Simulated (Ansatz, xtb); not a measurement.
## Relaxing a trial structure of H2S2Se

The starting geometry of this gas-phase singlet was built from a drawn formula by distance geometry and a force field; its bonds are those of `[SH]1=[SH][Se]1`.

```csv
atom,x (Å),y (Å),z (Å)
S,-1.0381,1.7628,-2.6904
S,0.2375,0.5400,-2.0703
Se,1.0136,2.0398,-3.6217
H,-1.0650,2.7182,-1.6538
H,-0.0382,-0.5677,-2.8428
```

Problem. Predict what it relaxes into with r2SCAN-D4/def2-SVP.

Solution. A bond breaks, leaving `S[SH]=[Se]`. Distances that change by over a tenth: S1–S2 (1.87 → 2.28 Å). Contacts that open: S2–Se3 (2.29 → 3.75 Å).

The energy falls by 4.81 eV over 13 steps:

```tsv
step	E − E(last) (eV)
1	4.809
2	2.684
4	1.351
5	0.661
6	0.065
8	0.004
9	0.002
10	0.001
12	0.000
13	0.000
```

Final geometry (Å):

```xyz
5

S    -0.6681    1.8336   -2.9149
S    -0.0638    0.0753   -1.5974
Se    0.8727    2.8144   -3.9740
H    -0.8300    2.5417   -1.7505
H    -0.2011   -0.7720   -2.6423
```

From the same start GFN2-xTB reaches the same bonding as this run.

No frequencies were run, so the end isn't proven a minimum. Run with Ansatz 0.2.0, 30 s on 2 threads of AMD EPYC (Zen 3) (shared host).
